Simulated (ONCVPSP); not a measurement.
**Cu (Z = 29): one change to an ONCV potential, before and after**

```
Element                 : Cu
Generator               : ONCVPSP 4.0.1
Type                    : optimised norm-conserving Vanderbilt (ONCV)
Functional              : PBE
Relativity              : scalar-relativistic
Frozen core             : [Ar]
Valence charge          : 11
Reference configuration : 3d10 4p1
Partial waves           : s scattering state at 0.17 Ha: rc 2.70 bohr, ncon 4, nbas 8, qcut 2.1 1/bohr, 2 projectors, debl 3.1 Ha; 4p: rc 3.15 bohr, ncon 3, nbas 6, qcut 2.9 1/bohr, 3 projectors, debl 3.4 Ha; 3d: rc 1.00 bohr, ncon 5, nbas 10, qcut 15.9 1/bohr, 2 projectors, debl 2.7 Ha
Local potential         : polynomial inside 0.90 bohr (lpopt 5, dvloc0 0 Ha)
Core correction         : Teter function, fcfact 5.25, rcfact 1.5
```

In the s channel the program set the typed energies aside and used 0.050, 3.150 Ha.

Change: p: rc 4.02.

Cutoffs: the cutoffs (Ha) at which the residual kinetic energy of the hardest occupied pseudo-wave falls to 1 and 0.1 mHa per electron; they do not see the model core or the augmentation charge, which bear on the density cutoff. Errors are all-electron minus pseudo energies relative to the spin-unpolarised reference configuration.

What does the change do?

The potential gets neither clearly harder nor softer (102 Ha and 115 Ha → 102 Ha and 115 Ha); both files keep a bound ghost (s); of the 3 tests that both files solve, the error grows in 2 and shrinks in 0 by more than 15 % and 0.3 meV (median size 54.7 → 53.6 meV).

| quantity | base | changed |
| --- | --- | --- |
| cutoff, loose | 102 Ha | 102 Ha |
| cutoff, tight | 115 Ha | 115 Ha |
| loose cutoff by channel | p 1.4 Ha, d 102 Ha | p 1.4 Ha, d 102 Ha |
| bound ghosts | s | s |
| GHOST(+) flags under 300 eV | p at 69.4 eV, p at 184.4 eV | p at 50.0 eV, p at 181.9 eV |
| tests with a reliable result | 3 of 4 | 3 of 4 |
| error for 3d10 4p0, meV [ΔE 4.01 eV] | -1.7 | -3.7 |
| error for 3d9 4p0, meV [ΔE 25.34 eV] | -85 | -98 |
| error for 3d9 4s2 4p0, meV [ΔE -2.17 eV] | +55 | +54 |
| s: phases at 2.74 bohr within 0.05 rad from the reference energy up to (Ha; the scan ends near 5) | 1.6 | 1.6 |
| d: phases at 1.01 bohr within 0.05 rad from the reference energy up to (Ha; the scan ends near 5) | to the end of the scan | to the end of the scan |
| rms error of d²Exc/dni dnj with the model core, mHa | 0.99 | 0.99 |

 A true bound ghost makes a file unfit for plane-wave use even where its test errors are small: the radial tests pick states by their node count and pass the ghost by.
